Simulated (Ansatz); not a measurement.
Stepwise reaction of `N#[C][SnH2][F]` with hydrogen fluoride, as a gas-phase model of exchange steps in deposition or etching. ΔE in kJ/mol; ΔG adds harmonic PBE0-D4 terms to CCSD(T)/CBS, at 1 bar.

Computed with Ansatz on PBE0-D4/def2-TZVP structures; ΔE is electronic, products minus reactants. CCSD(T)/CBS adds triple-zeta CCSD(T) − MP2 to the extrapolated MP2 energy (def2 sets, frozen cores). This one scheme is used for every species. Functionals use def2-TZVPP. B3LYP here is the variant with VWN-RPA as its local correlation; programs differ in this. def2 core potentials past Kr. For Sn outer-core shells are correlated without core-valence functions, which leaves a few kJ/mol of doubt a bond.

```json
{"step": "2", "reaction": "`N#[C][SnH]([F])[F]` + H–F → `N#[C][Sn]([F])([F])[F]` + H₂", "PBE-D4": "-10.9", "B3LYP-D4": "-10.0", "ωB97M-V": "-8.0", "CCSD(T)/CBS": "-9.4", "ΔG(400 K)": "-6.5"}
```

Q: Give the row of step 1, `N#[C][SnH2][F]` + H–F → `N#[C][SnH]([F])[F]` + H₂. (An estimate is asked.)

A: The calculation gave: 
```json
{"step": "1", "reaction": "`N#[C][SnH2][F]` + H–F → `N#[C][SnH]([F])[F]` + H₂", "PBE-D4": "-28.5", "B3LYP-D4": "-29.0", "ωB97M-V": "-25.9", "CCSD(T)/CBS": "-26.5", "ΔG(400 K)": "-27.6"}
```

Q: By hand: ΔE of the 2 steps together at CCSD(T)/CBS.

A: (-26.5) + (-9.4) = -35.9 kJ/mol, or -17.9 kJ/mol a step.

In ΔE each step is higher than the one before. All are downhill at CCSD(T)/CBS. ΔG lies between -27.6 and -6.5 kJ/mol a step. PBE-D4 differs from CCSD(T)/CBS by -2.0 to -1.5 kJ/mol a step. Isolated molecules leave out the surface, adducts and barriers. Largest T1 diagnostic: 0.015.
